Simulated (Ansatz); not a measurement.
Na2Sn was relaxed with r2SCAN-D4 (def2-TZVP) in Ansatz in these states: neutral quintet, neutral triplet. The geometries follow in no particular order.

In the def2 sets Sn takes a core potential; there is no spin–orbit coupling.

A:

```xyz
3

Na   -0.588   -0.222    1.778
Na    1.790    0.074   -0.588
Sn   -1.202    0.147   -1.190
```

B:

```xyz
3

Na   -0.175   -0.690    1.749
Na    1.267   -0.679   -1.224
Sn   -1.093    1.369   -0.525
```

Problem. Judge from the bond lengths which geometry belongs to which state (an estimate).

Solution. A is the neutral triplet (Na1–Sn3 3.053 Å, Na2–Sn3 3.053 Å); B is the neutral quintet (Na1–Sn3 3.202 Å, Na2–Sn3 3.202 Å).

At r2SCAN-D4/def2-TZVP the charge 0 triplet is spin-contaminated (final ⟨S²⟩ up to 2.23, 2.00 for a pure state). At PBE0-D4/def2-TZVP a triplet lies 0.80 eV below the neutral quintet. These are the stationary points nearest to one start from a short search; other shapes may lie lower in each state.
